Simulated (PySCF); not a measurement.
# Two-component Hartree-Fock for Ga²⁹⁺ (gallium, charge +29)

Start: 1s2. Calculated with PySCF 2.14 in an uncontracted even-tempered set (15 s from 41 bohr⁻², ratio 2.4; 9 p from 54 bohr⁻², ratio 2.4; 3 d from 170 bohr⁻², ratio 2.6; 3 f from 250 bohr⁻², ratio 2.6): generalised Hartree-Fock with the X2C-1e Hamiltonian and a Gaussian nucleus; one run each with spin-orbit coupling (SO) switched off, then screened by Boettger's factors, then bare.

| spinor shell | electrons | ε, spin-free (eV) | ε, screened SO (eV) | ε, bare SO (eV) | weight of nominal j (screened SO) | rms radius, screened SO (bohr) |
| --- | --- | --- | --- | --- | --- | --- |
| 1s1/2 | 2 | -12708.7 | -12708.7 | -12708.7 | 1.000 | 0.0554 |

```
   quantity   spin-free  screened SO     bare SO
E (hartree)  -953.78067   -953.78067  -953.78067
        M_J           0            0           0
       ⟨J²⟩       0.000        0.000       0.000
       ⟨L²⟩       0.000        0.000       0.000
       ⟨S²⟩       0.000        0.000       0.000
```

Without spin-orbit coupling the j labels of p, d and f shells carry no meaning; the spin-free column gives the mean over the occupied spinors of each nl shell.
